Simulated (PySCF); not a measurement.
A geometry optimisation, step by step.

Species: C7H11NSi.
Bonds: N1–C2, C2–C3 (aromatic), C3–C4 (aromatic), C4–C5 (aromatic), C5–C6, C6–Si7, C5–C8 (aromatic), C8–C9 (aromatic), C2–C9 (aromatic). Hydrogens: H10, H11 on N1; H12 on C3; H13 on C4; H14, H15 on C6; H16, H17, H18 on Si7; H19 on C8; H20 on C9.

Computed by this run: PBE0-D3(BJ)/def2-SVP geometry optimisation, gas phase (PySCF); density fitting, grid level 1; the optimiser is geomeTRIC in internal coordinates, started from a GFN2-xTB structure. The frame can shift and turn from step to step; on so coarse a grid that alone can change the energy by a few meV, and forces under 0.02 eV/Å are noise.

Step 0: E = -16783.7940 eV, largest atomic force 1.013 eV/Å
```
atom  x, y, z in Å  |  force x, y, z in eV/Å
N1     -3.343    0.667    0.954    0.256  -0.014  -0.024
C2     -2.107    0.312    0.436   -0.554   0.225   0.337
C3     -1.480   -0.865    0.837   -0.015  -0.023  -0.007
C4     -0.217   -1.179    0.376   -0.089   0.036  -0.014
C5      0.459   -0.340   -0.501    0.373  -0.096  -0.132
C6      1.836   -0.674   -0.975    0.081   0.283   0.414
Si7     3.144    0.095    0.182   -0.559  -0.476  -0.698
C8     -0.169    0.836   -0.894   -0.085  -0.033   0.019
C9     -1.431    1.160   -0.440   -0.016   0.008  -0.016
H10    -3.866    1.339    0.415   -0.160   0.067  -0.061
H11    -3.900   -0.092    1.313   -0.160  -0.075   0.030
H12    -1.992   -1.534    1.515   -0.196  -0.289   0.297
H13     0.251   -2.100    0.698    0.186  -0.389   0.141
H14     1.966   -1.756   -1.004    0.186  -0.355  -0.018
H15     1.982   -0.302   -1.990    0.190   0.115  -0.345
H16     4.477   -0.299   -0.284    0.618  -0.098  -0.093
H17     2.927   -0.395    1.544   -0.048  -0.169   0.567
H18     3.024    1.554    0.150   -0.030   0.594   0.025
H19     0.339    1.505   -1.576    0.199   0.294  -0.283
H20    -1.905    2.078   -0.759   -0.177   0.395  -0.140
```

Step 1: E = -16783.8710 eV, largest atomic force 0.132 eV/Å
```
atom  x, y, z in Å  |  force x, y, z in eV/Å
N1     -3.263    0.606    0.812   -0.058   0.009   0.014
C2     -2.020    0.258    0.318    0.021  -0.025  -0.047
C3     -1.385   -0.929    0.714   -0.058  -0.035   0.075
C4     -0.117   -1.252    0.247    0.066  -0.080   0.016
C5      0.579   -0.419   -0.637   -0.028   0.017   0.029
C6      1.962   -0.761   -1.113    0.048  -0.076  -0.097
Si7     3.301   -0.029    0.009   -0.024   0.059   0.071
C8     -0.059    0.765   -1.026    0.064   0.049  -0.062
C9     -1.327    1.099   -0.567   -0.051   0.083  -0.001
H10    -3.792    1.272    0.264    0.027  -0.011   0.008
H11    -3.833   -0.153    1.163    0.027   0.013  -0.006
H12    -1.898   -1.608    1.403    0.018   0.016  -0.023
H13     0.346   -2.187    0.578   -0.024   0.032  -0.007
H14     2.103   -1.855   -1.151    0.004   0.044   0.002
H15     2.127   -0.388   -2.139    0.009  -0.013   0.047
H16     4.681   -0.405   -0.438   -0.043  -0.018  -0.037
H17     3.112   -0.521    1.410    0.002   0.004  -0.018
H18     3.197    1.464    0.008    0.002  -0.019   0.006
H19     0.450    1.446   -1.717   -0.022  -0.021   0.025
H20    -1.794    2.033   -0.897    0.020  -0.027   0.004
```

Step 2: E = -16783.8725 eV, largest atomic force 0.041 eV/Å
```
atom  x, y, z in Å  |  force x, y, z in eV/Å
N1     -3.256    0.608    0.814   -0.028   0.029  -0.004
C2     -2.016    0.259    0.313   -0.004  -0.024   0.015
C3     -1.384   -0.930    0.713    0.017   0.009  -0.010
C4     -0.117   -1.256    0.246   -0.001   0.014  -0.007
C5      0.578   -0.422   -0.640   -0.009  -0.006   0.007
C6      1.962   -0.764   -1.114    0.012  -0.020  -0.035
Si7     3.289   -0.026    0.016   -0.004   0.019   0.025
C8     -0.056    0.764   -1.031    0.016  -0.005  -0.005
C9     -1.323    1.102   -0.572   -0.011  -0.015   0.020
H10    -3.786    1.274    0.268   -0.001   0.003   0.000
H11    -3.823   -0.151    1.167    0.003  -0.001  -0.001
H12    -1.898   -1.606    1.402   -0.002   0.004  -0.003
H13     0.345   -2.191    0.577    0.000   0.003  -0.003
H14     2.107   -1.856   -1.152    0.001   0.005   0.007
H15     2.132   -0.390   -2.137    0.008   0.003   0.005
H16     4.665   -0.404   -0.442   -0.001  -0.006  -0.014
H17     3.102   -0.522    1.414    0.001   0.000  -0.003
H18     3.183    1.466    0.017   -0.002  -0.005   0.004
H19     0.454    1.443   -1.720    0.002  -0.004   0.001
H20    -1.788    2.036   -0.900    0.001  -0.005   0.002
```

Step 3: E = -16783.8725 eV, largest atomic force 0.051 eV/Å
```
atom  x, y, z in Å  |  force x, y, z in eV/Å
N1     -3.256    0.618    0.812    0.025  -0.040   0.018
C2     -2.017    0.257    0.316    0.037   0.025  -0.025
C3     -1.385   -0.933    0.714   -0.029   0.018   0.000
C4     -0.118   -1.260    0.245    0.010   0.018  -0.013
C5      0.579   -0.429   -0.641   -0.011   0.006  -0.012
C6      1.965   -0.766   -1.116   -0.023  -0.005   0.024
Si7     3.285   -0.023    0.019    0.008  -0.008  -0.005
C8     -0.054    0.758   -1.031   -0.037  -0.012   0.027
C9     -1.321    1.097   -0.569    0.023   0.005  -0.019
H10    -3.779    1.287    0.262    0.000   0.001  -0.007
H11    -3.830   -0.136    1.165   -0.011  -0.006   0.005
H12    -1.899   -1.609    1.403   -0.004  -0.011   0.008
H13     0.342   -2.196    0.576    0.004  -0.013   0.004
H14     2.116   -1.856   -1.155    0.000  -0.014   0.008
H15     2.136   -0.388   -2.137    0.000   0.007  -0.010
H16     4.659   -0.395   -0.449    0.012   0.004   0.002
H17     3.104   -0.527    1.414    0.001  -0.003   0.004
H18     3.172    1.468    0.027   -0.003   0.003   0.002
H19     0.456    1.437   -1.720    0.004   0.008  -0.008
H20    -1.784    2.031   -0.898   -0.007   0.014  -0.005
```

Step 4: E = -16783.8728 eV, largest atomic force under 0.02 eV/Å
```
atom  x, y, z in Å  |  force x, y, z in eV/Å
N1     -3.255    0.614    0.812    0.004   0.000   0.000
C2     -2.016    0.260    0.314   -0.002   0.001   0.002
C3     -1.385   -0.930    0.713    0.001   0.001  -0.003
C4     -0.118   -1.258    0.244    0.000   0.001   0.003
C5      0.578   -0.426   -0.642    0.001   0.002  -0.006
C6      1.964   -0.766   -1.115   -0.008   0.001   0.002
Si7     3.286   -0.026    0.020    0.003  -0.003  -0.002
C8     -0.055    0.760   -1.032   -0.004   0.004   0.000
C9     -1.322    1.100   -0.572    0.005  -0.005  -0.001
H10    -3.782    1.282    0.265   -0.001   0.000  -0.001
H11    -3.826   -0.142    1.166   -0.001   0.000  -0.001
H12    -1.899   -1.605    1.402   -0.001  -0.001   0.001
H13     0.342   -2.193    0.576    0.000  -0.003   0.001
H14     2.113   -1.858   -1.153   -0.003  -0.002   0.005
H15     2.136   -0.389   -2.136    0.003   0.001  -0.001
H16     4.661   -0.398   -0.445    0.001   0.002   0.000
H17     3.103   -0.528    1.416    0.002  -0.002   0.001
H18     3.175    1.465    0.027   -0.002   0.000   0.003
H19     0.456    1.439   -1.722    0.001   0.002  -0.002
H20    -1.785    2.035   -0.901    0.000   0.001  -0.001
```

Task: Summarise the path.

Result: The energy falls by 1.82 kcal/mol from step 0 to step 4; nine tenths of that is first reached at step 1. It never rises by more than 0.2 meV. The largest force goes from 1.013 to under 0.02 eV/Å. Among the bonds Si7–H16 changes most (a near tie, within 0.001 Å, with another), from 1.466 to 1.498 Å; the atoms move by 0.037 Å rms after alignment.

The cost below is that of the whole optimisation. On Arm Neoverse V1, one thread, no GPU, shared host with 32 logical CPUs at a one-minute load of 40, this took 96 s of wall time and 0.90 GiB of memory at its peak.
